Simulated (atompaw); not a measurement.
How hard is this Gd (Z = 64) PAW (atompaw) potential?

| Property | Result |
| --- | --- |
| Element | gadolinium (Gd) |
| Generator | atompaw 4.2.0.5 |
| Type | PAW |
| Functional | PBE |
| Relativity | scalar-relativistic |
| Frozen core | [Xe] |
| Valence charge | 10 |
| Reference configuration | 4f7 5d1 6s2 6p0 |
| Partial waves | 6s (bound): rc 3.00 bohr; 6s channel at 0.3 Ry: rc 3.00 bohr; 6p (bound, empty): rc 3.00 bohr; 6p channel at 0.35 Ry: rc 3.00 bohr; 5d (bound): rc 3.00 bohr; 5d channel at 2.05 Ry: rc 3.00 bohr; 4f (bound): rc 1.55 bohr; 4f channel at 0.65 Ry: rc 1.55 bohr |
| Local potential | troulliermartins scheme with l = 4 at -0.5 Ry, radius 2.80 bohr |
| Core correction | smooth core density matched at 1.80 bohr |
| Augmentation charge | sinc compensation charge, radius 2.40 bohr; PAW radius 3.00 bohr; waves and projectors: custom rrkj gramschmidtortho |

The pseudo-atom Hamiltonian at the reference potential is diagonalised in spherical Bessel functions j_l(qr) that vanish at 20 bohr, with q² up to the cutoff. All-electron valence levels (Ry): 6s -0.3033, 6p -0.0980, 5d -0.1862, 4f -0.6392.

Task: How do the lowest levels (Ry) of each channel move with the cutoff, and are there ghosts?

Result:

```tsv
cutoff (Ry)	s #1	s #2	s #3	p #1	p #2	d #1	f #1	Σ f·Δε (mRy)
8	-1.8371	-0.3032	-0.0003	-1.8735	-0.0979	-0.1772	0.0957	5153.2
18	-1.9988	-0.3033	-0.0003	-1.9066	-0.0979	-0.1861	0.0894	5100.5
35	-1.9994	-0.3033	-0.0003	-1.9066	-0.0979	-0.1862	-0.5898	345.7
50	-1.9994	-0.3033	-0.0003	-1.9066	-0.0979	-0.1862	-0.6351	28.7
80	-1.9994	-0.3033	-0.0003	-1.9066	-0.0979	-0.1862	-0.6388	2.7
120	-1.9994	-0.3033	-0.0003	-1.9066	-0.0979	-0.1862	-0.6391	0.4
400	-1.9994	-0.3033	-0.0003	-1.9066	-0.0979	-0.1862	-0.6392	0.0
```

Result: ghost states, extra bound levels that the all-electron valence spectrum of the same l lacks: s at -27.2 eV, p at -25.9 eV (a true bound ghost makes a file unfit for plane-wave use); 10 mRy is reached at 60 Ry and 1 mRy at 100 Ry.
